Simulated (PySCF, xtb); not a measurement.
C3H7BF2O, SMILES FCB(F)[C@H](O)C. Other conformers were not sampled.

Harmonic wavenumbers (cm⁻¹) from GFN2-xTB (xtb) at its own minimum, in rising order: 41, 89, 123, 170, 212, 240, 321, 381, 404, 456, 511, 659, 767, 929, 1001, 1014, 1050, 1077, 1143, 1181, 1192, 1260, 1274, 1329, 1344, 1397, 1413, 1485, 1495, 2805, 2918, 2936, 3012, 3042, 3064, 3526.

Problem. What does r2SCAN-D4/def2-SVP run with PySCF give at its own minimum? (An estimate is asked for; the answer gives what the named calculation found.)

Solution. 64, 107, 153, 177, 233, 285, 325, 397, 419, 470, 542, 673, 825, 904, 995, 1046, 1072, 1099, 1166, 1221, 1239, 1282, 1310, 1364, 1397, 1424, 1434, 1471, 1491, 2927, 3005, 3020, 3057, 3110, 3147, 3807. Paired by order, the mean absolute difference is 42 cm⁻¹ and the zero-point energies are 64.7 and 66.7 kcal/mol.
